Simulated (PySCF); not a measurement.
H₅Si₂, multiplicity 2. Atoms are numbered in the order given.

```xyz
7

Si     1.2090     0.0883     0.0000
Si    -1.1216    -0.0140     0.0000
H      1.8409    -0.4903    -1.2135
H      1.8409    -0.4903     1.2135
H     -1.6365     0.6750     1.2071
H     -1.6365     0.6750    -1.2071
H     -1.6316    -1.4096     0.0000
```
Charge 0, spin multiplicity 2.

Geometry optimised at B3LYP-D3(BJ)/def2-TZVP. The isomer is the one that the SMILES or the coordinates give; other isomers of the formula were not compared.

Level of theory: r2SCAN/def2-TZVPD run with PySCF.

Computed frontier levels, dipole moment and polarisability:
```yaml
"α spin, highest occupied and lowest empty level": -5.58 and -0.46 eV
"β spin, highest occupied and lowest empty level": -7.67 and -3.16 eV
dipole_moment: 0.04 D
quadrupole, principal values (traceless, Buckingham form, about the centre of nuclear charge): -0.30, -0.14, 0.45 D·Å
mean_static_polarisability: 65.5 bohr³ (9.71 Å³)
polarisability_principal_values: 57.3, 58.2, 81.0 bohr³
"⟨S²⟩": 0.757 (pure state 0.75)
```
